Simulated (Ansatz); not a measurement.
Gas-phase electronic energies from Ansatz, PBE0-D4/def2-TZVP geometries. CCSD(T)/CBS is the MP2 limit (def2-TZVPP, def2-QZVPP) plus CCSD(T) − MP2 in def2-TZVPP, frozen cores. Functionals use def2-TZVPP. B3LYP here is the variant with VWN-RPA as its local correlation; programs differ in this. One conformer a species, not always the lowest.

Consider the formal exchange of groups at the Si–Si bond: `FC[SiH2][SiH3]` + `CC(N)S` → `NC(S)C[SiH3]` + `FC[SiH3]`.

CCSD(T)/CBS gives +5.6 kJ/mol.

(1) Another level gave +12.7 kJ/mol. Which?
A. B3LYP/def2-TZVPP
B. ωB97M-V/def2-TZVPP
C. B2PLYP/def2-TZVPP
D. PBE-D4/def2-TZVPP

Largest T1 diagnostic among the species: 0.012.

## Answers

(1) A. B3LYP 12.7, ωB97M-V 1.4, B2PLYP 7.1, PBE-D4 16.7 kJ/mol.

The D4 term adds −4.3 kJ/mol with B3LYP and −2.3 kJ/mol with PBE0; it sums over pairs of atoms, weighted by their polarisabilities, and B3LYP, whose exchange is more repulsive, gets the larger term.
